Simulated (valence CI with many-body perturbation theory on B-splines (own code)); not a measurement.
# Ladder of approximations for Eu LVI

Computed by valence CI with perturbative core correlation (CI+MBPT): six valence electrons over a frozen Dirac-Fock core [He], radial functions for each j: 9 s, 9 p, 8 d, 6 f, 3 g, 1 h, with the one-electron correlation potential Σ1, the two-electron term Σ2, the three-electron term Σ3, Breit, model QED; selected CI, second order for the rest, scaled by the run's own slope (own B-spline code, finite nucleus).

The last digits are not significant, and no measured levels were compared; by estimate large intervals hold to a few tenths of a per cent, small ones and those within an open d or f shell to about a per cent. Among the levels kept, up to 2100 cm⁻¹ of a level comes from second order outside the variational space, and about a tenth of that is noise between levels of different J, which matters for small intervals.

Each rung adds one term. CI alone is the Dirac-Coulomb CI over the frozen core; QED comes last and gives the full result, which names the levels. Energies are above (2s^2 2p1/2^2 2p3/2^2) J=2 on the same rung, in eV.

Levels are named by their leading jj configuration (3d3/2^4 stands for four electrons in 3d with j = 3/2), which in mixed levels can hold well under half, so a name can repeat and another be missing.

```csv
Level,CI alone,+ Σ1,+ Σ2,+ Σ3,+ Breit,Full
(2s^2 2p1/2^2 2p3/2^2) J=0,42.8,42.8,43.1,43.0,47.9,47.9
(2s^2 2p1/2 2p3/2^3) J=1,675.7,675.8,675.9,675.9,669.1,670.2
(2s^2 2p1/2 2p3/2^3) J=2,698.4,698.6,698.6,698.6,687.1,688.2
(2s 2p1/2^2 2p3/2^3) J=2,1001.5,1001.3,1001.0,1000.8,1000.4,991.4
(2s 2p1/2^2 2p3/2^3) J=1,1067.0,1066.8,1066.4,1066.1,1067.1,1058.1
(2s^2 2p3/2^4) J=0,1389.3,1389.6,1389.9,1389.8,1374.3,1376.3
(2s 2p1/2 2p3/2^4) J=0,1686.7,1686.7,1686.6,1686.4,1678.9,1671.0
(2s 2p1/2 2p3/2^4) J=1,1723.9,1723.9,1723.6,1723.3,1713.5,1705.6
(2p1/2^2 2p3/2^4) J=0,2101.3,2101.0,2100.3,2099.8,2101.4,2083.5
(2s^2 2p1/2^2 2p3/2 3s) J=2,6194.9,6195.2,6195.3,6195.1,6188.2,6190.1
(2s^2 2p1/2^2 2p3/2 3s) J=1,6202.2,6202.4,6202.6,6202.4,6195.8,6197.7
(2s^2 2p1/2^2 2p3/2 3p1/2) J=1,6289.3,6289.5,6289.6,6289.4,6286.3,6285.3
(2s^2 2p1/2^2 2p3/2 3p1/2) J=2,6292.4,6292.6,6292.7,6292.5,6288.1,6287.1
(2s^2 2p1/2^2 2p3/2 3p3/2) J=3,6484.7,6484.9,6485.0,6484.8,6477.3,6476.6
(2s^2 2p1/2^2 2p3/2 3p3/2) J=1,6484.4,6484.7,6484.8,6484.6,6477.5,6476.8
(2s^2 2p1/2^2 2p3/2 3p3/2) J=2,6507.4,6507.6,6507.7,6507.5,6500.7,6500.0
(2s^2 2p1/2^2 2p3/2 3p3/2) J=0,6526.4,6526.7,6526.9,6526.7,6521.8,6521.1
(2s^2 2p1/2^2 2p3/2 3d3/2) J=2,6584.1,6584.4,6584.5,6584.4,6577.4,6576.4
(2s^2 2p1/2^2 2p3/2 3d3/2) J=3,6592.3,6592.6,6592.7,6592.5,6584.2,6583.2
```

(1) How does the ionisation energy move along the ladder, and which term matters most?

Results:

(1) CI alone 11468, + Σ1 11468, + Σ2 11469, + Σ3 11468, + Breit 11458, + QED 11457 eV. The largest step is Breit, -10 eV. NIST lists 11457 ± 5 eV (theoretical).
